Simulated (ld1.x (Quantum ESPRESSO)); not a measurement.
# Configuration tests for oxygen (TM)

```json
{
 "Element": "O",
 "Generator": "ld1.x (Quantum ESPRESSO) 7.5",
 "Type": "norm-conserving Troullier–Martins (Kleinman–Bylander form)",
 "Functional": "PBEsol",
 "Relativity": "scalar-relativistic",
 "Frozen core": "[He]",
 "Valence charge": "6",
 "Reference configuration": "2s2 2p3.5 (charge +0.5)",
 "Partial waves": "2p (bound): rc 2.10 bohr; 3d channel at 0.5 Ry: rc 2.05 bohr; 2s (bound): rc 0.75 bohr",
 "Local potential": "the s channel",
 "Core correction": "none"
}
```

Energies are relative to the spin-unpolarised reference configuration 2s2 2p3.5; without spin polarisation the order of configurations can differ from experiment.

```json
{"valence configuration": "2s2 2p4", "charge": "0", "ΔE all-electron (eV)": "-6.254", "error AE − PS (meV)": "+12"}
{"valence configuration": "2s2 2p3", "charge": "+1", "ΔE all-electron (eV)": "10.106", "error AE − PS (meV)": "+29"}
{"valence configuration": "2s2 2p2", "charge": "+2", "ΔE all-electron (eV)": "43.583", "error AE − PS (meV)": "+497"}
{"valence configuration": "2s2 2p1", "charge": "+3", "ΔE all-electron (eV)": "97.290", "error AE − PS (meV)": "+2219"}
{"valence configuration": "2s1 2p4", "charge": "+1", "ΔE all-electron (eV)": "25.243", "error AE − PS (meV)": "-112"}
{"valence configuration": "2s2 2p4.3", "charge": "-0.3", "ΔE all-electron (eV)": "-8.361", "error AE − PS (meV)": "+22"}
{"valence configuration": "2s2 2p0", "charge": "+4", "ΔE all-electron (eV)": "173.935", "error AE − PS (meV)": "+6317"}
```

Levels in the configuration 2s2 2p1:

```tsv
level	all-electron (eV)	pseudo (eV)
2s	-79.231	-78.133
2p	-64.758	-62.056
```
